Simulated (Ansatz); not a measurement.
Si₈H₆. Total charge 0; singlet. Geometry PBE-D4/def2-SVP.

```xyz
14

Si    1.0326   -0.1926    1.4540
Si   -1.0512    0.7173    1.0430
Si    2.2824    0.2313   -0.7875
Si    2.9081    1.1693    1.3091
Si   -2.8495   -0.6377    0.4467
Si    1.3028    1.1204   -2.7120
Si   -0.2943    0.5002   -1.1976
Si   -1.8742   -1.1827   -1.4284
H     2.9716   -1.0857   -1.0649
H    -2.2175   -2.1251   -2.5499
H    -1.2781    2.1163    1.5452
H    -3.8739   -1.2933    1.3335
H     1.9433    2.3631    1.1451
H     0.9978   -1.7006    1.4638
```

The restricted singlet is unstable towards broken spin symmetry in Hartree–Fock (as tested in another run); at PBE-D4/def2-TZVP, r2SCAN-D4/def2-TZVP, PBE0-D4/def2-TZVP, CAM-B3LYP-D4/def2-TZVP and others this wasn't settled. Another isomer (singlet) lies 0.70 eV lower at PBE0-D4/def2-TZVP; other spin states weren't run for this one.

**Question.** Estimate the orbital energies around the gap (eV) in Ansatz with PBE-D4/def2-TZVP, r2SCAN-D4/def2-TZVP, PBE0-D4/def2-TZVP, CAM-B3LYP-D4/def2-TZVP, ωB97X-V/def2-TZVP.

**Answer.** 
| orbital | PBE-D4/def2-TZVP | r2SCAN-D4/def2-TZVP | PBE0-D4/def2-TZVP | CAM-B3LYP-D4/def2-TZVP | ωB97X-V/def2-TZVP |
| --- | --- | --- | --- | --- | --- |
| HOMO−9 | -8.48 | -8.84 | -9.72 | -11.02 | -12.14 |
| HOMO−8 | -7.86 | -8.19 | -9.00 | -10.23 | -11.28 |
| HOMO−7 | -7.56 | -7.85 | -8.66 | -9.86 | -10.90 |
| HOMO−6 | -7.39 | -7.68 | -8.52 | -9.76 | -10.81 |
| HOMO−5 | -6.83 | -7.09 | -7.79 | -8.90 | -9.92 |
| HOMO−4 | -6.65 | -6.90 | -7.62 | -8.74 | -9.72 |
| HOMO−3 | -6.04 | -6.24 | -6.90 | -7.92 | -8.88 |
| HOMO−2 | -5.91 | -6.10 | -6.74 | -7.75 | -8.69 |
| HOMO−1 | -5.83 | -6.02 | -6.64 | -7.60 | -8.52 |
| HOMO | -5.05 | -5.19 | -5.70 | -6.52 | -7.36 |
| LUMO | -3.98 | -4.00 | -3.42 | -2.43 | -1.66 |
| LUMO+1 | -3.36 | -3.33 | -2.72 | -1.72 | -0.95 |
| LUMO+2 | -2.14 | -2.00 | -1.45 | -0.48 | 0.35 |
| LUMO+3 | -1.98 | -1.85 | -1.26 | -0.20 | 0.61 |
| LUMO+4 | -1.72 | -1.52 | -0.96 | 0.10 | 0.96 |
| LUMO+5 | -1.58 | -1.38 | -0.81 | 0.29 | 1.14 |
